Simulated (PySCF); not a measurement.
## How methods differ on the ionisation energy of I²⁹⁺

I²⁹⁺ [Ar] 3d6 [3d3/2^4 3d5/2^2, M_J = 4] → I³⁰⁺ [Ar] 3d5 [3d3/2^4 3d5/2^1, M_J = 5/2], as a difference of total energies. Calculation: PySCF 2.14, in an even-tempered Gaussian basis (16 s from 4.6 bohr⁻², ratio 2.8; 12 p from 6 bohr⁻², ratio 2.8; 8 d from 6 bohr⁻², ratio 2.8; 3 f from 22 bohr⁻², ratio 3); the two-component X2C-1e Hamiltonian. Correlated levels: [Ne] frozen; the 74 highest virtual spinors dropped. "Screened" scales the spin-orbit matrix elements by Boettger's factors to mimic the two-electron term; Breit and QED terms are absent.

```tsv
method	ionisation energy (eV)
GHF (spin-free)	1716.4
GMP2 (spin-free)	1717.5
GHF (screened spin-orbit)	1720.7
GMP2 (screened spin-orbit)	1721.6
```

Breit and QED terms and the two-electron picture change are absent.

The spin-free rows relax to the high-spin LS determinant and lack the spin-orbit shift.

The labels give the starting determinants; with spin-orbit coupling the two ends relaxed to ⟨J²⟩ = 20.04, ⟨L²⟩ = 8.28, ⟨S²⟩ = 4.70 and ⟨J²⟩ = 8.76, ⟨L²⟩ = 0.97, ⟨S²⟩ = 6.97.

For comparison: 1720 ± 4 eV (theoretical estimate listed by NIST; NIST Atomic Spectra Database, ionization energies).
